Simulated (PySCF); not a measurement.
C7H9N, SMILES c1c(N)ccc(C)c1 at its GFN2-xTB optimised geometry (Å):

```
17

C      2.8792    -0.0028    -0.0065
C      1.3793    -0.0082     0.0031
C      0.6604    -1.1956     0.0000
C     -0.7209    -1.1956     0.0000
C     -1.4291     0.0044     0.0000
N     -2.8111     0.0109    -0.0754
C     -0.7102     1.1995     0.0043
C      0.6694     1.1871     0.0045
H      3.2666     0.6828     0.7457
H      3.2506     0.3246    -0.9781
H      3.2721    -0.9971     0.1917
H      1.1883    -2.1390     0.0016
H     -1.2634    -2.1307    -0.0005
H     -3.2642     0.8584     0.2271
H     -3.2721    -0.8326     0.2268
H     -1.2452     2.1390     0.0070
H      1.2083     2.1242     0.0097
```

Method: CAM-B3LYP/def2-SVP in PySCF. Cells within 0.4 Å of a nucleus heavier than hydrogen are left out (blank, or x).

Map of the log10 of the electron density (e/bohr³), floored at −4 on the plane z = 0.0 Å:

```
|000000000000000000000000000|
|000000000000000000000000000|
|000000000000000000000000000|
|000000000000000000000000000|
|000000000011000110000000000|
|000000002333212332100000000|
|000000023455434554310000000|
|000000134677556776421000000|
|000022335798767897532210000|
|000245545799888997544432000|
|00145776578xx9xx87556553200|
|00247887789x999x97777764200|
|002479998999878999889875310|
|002479xx9xx87679xx9xx875310|
|002479998999878999899875310|
|00246887789x999x97779975310|
|00145775578xx9xx87567864200|
|000244445799888997555653100|
|000012235798767897534432000|
|000000135677556776422110000|
|000000023455434554310000000|
|000000002333212332100000000|
|000000000011000110000000000|
|000000000000000000000000000|
|000000000000000000000000000|
|000000000000000000000000000|
|000000000000000000000000000|
```
Scale: ten equal steps from -4.00 (start of '0') to -0.343 (end of '9'), in the order '0123456789'; x runs from -5.50 to 5.50, y from -5.50 (bottom) to 5.50 (top).
